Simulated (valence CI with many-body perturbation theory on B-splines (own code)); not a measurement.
## Ce⁴³⁺: calculated level list

Calculated by valence CI with perturbative core correlation (CI+MBPT): five valence electrons over a frozen Dirac-Fock core [Ne], radial functions for each j: 11 s, 11 p, 10 d, 8 f, 5 g, 2 h, with the one-electron correlation potential Σ1 (screened to all orders), the two-electron term Σ2, the three-electron term Σ3, Breit, model QED; selected single and double excitations, second order for the rest, scaled by the run's own slope (own B-spline code, finite nucleus).

The last digits are not significant, and no measured levels were compared; by estimate large intervals hold to a few tenths of a per cent, small ones and those within an open d or f shell to about a per cent. Among the levels kept, up to 3200 cm⁻¹ of a level comes from second order outside the variational space, and about a tenth of that is noise between levels of different J, which matters for small intervals.

Levels 91 to 135 of 170, with energies above the lowest level, (3s^2 3p1/2^2 3p3/2) J=3/2. "Leading %" is the weight of the configuration and term that name the level; weights of strongly mixed levels are sums over their largest components and can fall short. In the jj column 3d3/2^4 stands for four electrons in 3d with j = 3/2.

| No. | Configuration | Term | J | E (eV) | Leading % | Second component | g | Leading jj |
| --- | --- | --- | --- | --- | --- | --- | --- | --- |
| 91 | 3s.3p3.3d | 4F° | 9/2 | 532.90 | 32 | 23 % 3s2.3p.3d2 4G° | 1.197 | 3s 3p1/2 3p3/2^2 3d5/2 (58 %) |
| 92 | 3s.3p3.3d | 2D° | 5/2 | 533.27 | 25 | 24 % 3s.3p3.3d 2F° | 1.104 | 3s 3p1/2 3p3/2^2 3d3/2 (82 %) |
| 93 | 3s.3p3.3d | 4D° | 5/2 | 537.29 | 38 | 10 % 3s.3p3.3d 2D° | 1.263 | 3s 3p1/2 3p3/2^2 3d5/2 (74 %) |
| 94 | 3s.3p3.3d | 4S° | 3/2 | 540.43 | 18 | 15 % 3s.3p3.3d 4D° | 1.427 | 3s 3p1/2 3p3/2^2 3d3/2 (52 %) |
| 95 | 3s.3p3.3d | 4D° | 5/2 | 542.15 | 27 | 20 % 3s.3p3.3d 4P° | 1.225 | 3s 3p1/2 3p3/2^2 3d5/2 (60 %) |
| 96 | 3s.3p3.3d | 2P° | 1/2 | 543.14 | 40 | 13 % 3s.3p3.3d 4D° | 0.862 | 3s 3p1/2 3p3/2^2 3d3/2 (72 %) |
| 97 | 3s.3p3.3d | 2D° | 3/2 | 543.14 | 26 | 18 % 3s.3p3.3d 4P° | 1.246 | 3s 3p1/2 3p3/2^2 3d5/2 (73 %) |
| 98 | 3s.3p3.3d | 2F° | 7/2 | 543.16 | 46 | 18 % 3s.3p3.3d 2G° | 1.145 | 3s 3p1/2 3p3/2^2 3d5/2 (81 %) |
| 99 | 3s.3p3.3d | 4D° | 1/2 | 548.83 | 36 | 13 % 3s.3p3.3d 2P° | 0.518 | 3s 3p1/2 3p3/2^2 3d3/2 (70 %) |
| 100 | 3s.3p3.3d | 2D° | 5/2 | 549.57 | 31 | 24 % 3s.3p3.3d 4D° | 1.205 | 3s 3p1/2 3p3/2^2 3d3/2 (45 %) |
| 101 | 3s.3p3.3d | 4D° | 3/2 | 550.12 | 27 | 8 % 3s2.3p.3d2 4F° | 1.092 | 3s 3p1/2 3p3/2^2 3d3/2 (57 %) |
| 102 | 3s.3p3.3d | 2F° | 7/2 | 552.01 | 21 | 11 % 3s.3p3.3d 4F° | 1.184 | 3s 3p1/2 3p3/2^2 3d5/2 (69 %) |
| 103 | 3s.3p3.3d | 2G° | 9/2 | 552.93 | 61 | 12 % 3s2.3p.3d2 2H° | 1.116 | 3s 3p1/2 3p3/2^2 3d5/2 (74 %) |
| 104 | 3s2.3p.3d2 | 2P° | 1/2 | 554.32 | 39 | 12 % 3s.3p3.3d 2P° | 0.822 | 3s^2 3p1/2 3d5/2^2 (42 %) |
| 105 | 3s.3p3.3d | 2P° | 3/2 | 554.67 | 23 | 17 % 3s.3p3.3d 2D° | 1.142 | 3s 3p1/2 3p3/2^2 3d5/2 (64 %) |
| 106 | 3s.3p3.3d | 2F° | 5/2 | 555.13 | 26 | 16 % 3s.3p3.3d 4D° | 1.080 | 3s 3p1/2 3p3/2^2 3d5/2 (72 %) |
| 107 | 3s.3p2.3d2 | 6G | 3/2 | 556.06 | 42 | 33 % 3s.3p2.3d2 4F | 0.358 | 3s 3p1/2^2 3d3/2^2 (88 %) |
| 108 | 3s.3p3.3d | 4D° | 7/2 | 559.90 | 41 | 20 % 3s.3p3.3d 2F° | 1.245 | 3s 3p1/2 3p3/2^2 3d5/2 (91 %) |
| 109 | 3s.3p3.3d | 2F° | 5/2 | 560.29 | 49 | 23 % 3s.3p3.3d 2D° | 1.026 | 3s 3p1/2 3p3/2^2 3d5/2 (81 %) |
| 110 | 3s.3p2.3d2 | 4F | 5/2 | 562.78 | 25 | 24 % 3s.3p2.3d2 6G | 1.067 | 3s 3p1/2^2 3d3/2^2 (82 %) |
| 111 | 3s.3p3.3d | 2F° | 7/2 | 563.10 | 37 | 15 % 3s.3p3.3d 2G° | 1.153 | 3s 3p1/2 3p3/2^2 3d5/2 (72 %) |
| 112 | 3s.3p3.3d | 2P° | 3/2 | 563.90 | 43 | 31 % 3s.3p3.3d 2D° | 1.066 | 3s 3p1/2 3p3/2^2 3d5/2 (71 %) |
| 113 | 3s.3p3.3d | 2D° | 5/2 | 567.10 | 45 | 12 % 3s.3p3.3d 4P° | 1.213 | 3s 3p1/2 3p3/2^2 3d5/2 (76 %) |
| 114 | 3s.3p3.3d | 2S° | 1/2 | 570.78 | 32 | 19 % 3s.3p3.3d 4D° | 1.194 | 3s 3p1/2 3p3/2^2 3d5/2 (70 %) |
| 115 | 3s.3p3.3d | 2D° | 3/2 | 572.76 | 29 | 10 % 3s.3p3.3d 4D° | 1.145 | 3s 3p1/2 3p3/2^2 3d5/2 (73 %) |
| 116 | 3s.3p2.3d2 | 4P | 1/2 | 576.09 | 45 | 38 % 3s.3p2.3d2 6D | 2.656 | 3s 3p1/2^2 3d3/2^2 (82 %) |
| 117 | 3s.3p3.3d | 2D° | 5/2 | 578.89 | 31 | 21 % 3s.3p3.3d 2F° | 1.071 | 3s 3p1/2 3p3/2^2 3d5/2 (74 %) |
| 118 | 3s.3p3.3d | 2D° | 3/2 | 581.96 | 28 | 23 % 3s.3p3.3d 2P° | 1.132 | 3s 3p1/2 3p3/2^2 3d5/2 (65 %) |
| 119 | 3s2.3p.3d2 | 2G° | 7/2 | 585.46 | 24 | 20 % 3s2.3p.3d2 4F° | 1.096 | 3s^2 3p3/2 3d3/2^2 (71 %) |
| 120 | 3s2.3p.3d2 | 4F° | 5/2 | 586.44 | 30 | 14 % 3s2.3p.3d2 2F° | 1.043 | 3s^2 3p3/2 3d3/2^2 (65 %) |
| 121 | 3s2.3p.3d2 | 4D° | 1/2 | 586.50 | 54 | 15 % 3s2.3p.3d2 2P° | 0.299 | 3s^2 3p3/2 3d3/2^2 (71 %) |
| 122 | 3s.3p2.3d2 | 6G | 7/2 | 587.71 | 28 | 22 % 3s.3p2.3d2 4F | 1.247 | 3s 3p1/2^2 3d3/2 3d5/2 (85 %) |
| 123 | 3s2.3p.3d2 | 4D° | 3/2 | 588.07 | 28 | 21 % 3s2.3p.3d2 4F° | 0.944 | 3s^2 3p3/2 3d3/2^2 (60 %) |
| 124 | 3s2.3p.3d2 | 4G° | 9/2 | 592.65 | 39 | 28 % 3s2.3p.3d2 4F° | 1.198 | 3s^2 3p3/2 3d3/2 3d5/2 (77 %) |
| 125 | 3s.3p2.3d2 | 6G | 5/2 | 593.21 | 18 | 7 % 3s.3p2.3d2 4F | 1.233 | 3s 3p1/2^2 3d3/2 3d5/2 (81 %) |
| 126 | 3s2.3p.3d2 | 4G° | 11/2 | 593.24 | 72 | 24 % 3s2.3p.3d2 2H° | 1.222 | 3s^2 3p3/2 3d3/2 3d5/2 (66 %) |
| 127 | 3s2.3p.3d2 | 2F° | 7/2 | 595.64 | 28 | 18 % 3s2.3p.3d2 4F° | 1.141 | 3s^2 3p3/2 3d3/2 3d5/2 (70 %) |
| 128 | 3s.3p2.3d2 | 6D | 3/2 | 597.01 | 39 | 20 % 3s.3p2.3d2 4P | 1.661 | 3s 3p1/2^2 3d3/2 3d5/2 (89 %) |
| 129 | 3s2.3p.3d2 | 4D° | 3/2 | 597.06 | 26 | 24 % 3s2.3p.3d2 2D° | 1.159 | 3s^2 3p3/2 3d3/2 3d5/2 (66 %) |
| 130 | 3s2.3p.3d2 | 4D° | 5/2 | 597.73 | 27 | 17 % 3s2.3p.3d2 2D° | 1.183 | 3s^2 3p3/2 3d3/2 3d5/2 (66 %) |
| 131 | 3s2.3p.3d2 | 2S° | 1/2 | 597.95 | 28 | 23 % 3s.3p3.3d 4P° | 1.944 | 3s^2 3p3/2 3d3/2 3d5/2 (55 %) |
| 132 | 3s2.3p.3d2 | 4D° | 7/2 | 600.03 | 42 | 18 % 3s2.3p.3d2 2F° | 1.254 | 3s^2 3p3/2 3d3/2 3d5/2 (77 %) |
| 133 | 3s2.3p.3d2 | 4P° | 5/2 | 601.37 | 42 | 30 % 3s2.3p.3d2 4D° | 1.422 | 3s^2 3p3/2 3d3/2 3d5/2 (85 %) |
| 134 | 3s2.3p.3d2 | 4S° | 3/2 | 601.58 | 26 | 21 % 3s2.3p.3d2 4P° | 1.538 | 3s^2 3p3/2 3d3/2^2 (59 %) |
| 135 | 3s.3p2.3d2 | 4F | 9/2 | 602.10 | 30 | 15 % 3s.3p2.3d2 2G | 1.270 | 3s 3p1/2^2 3d3/2 3d5/2 (77 %) |
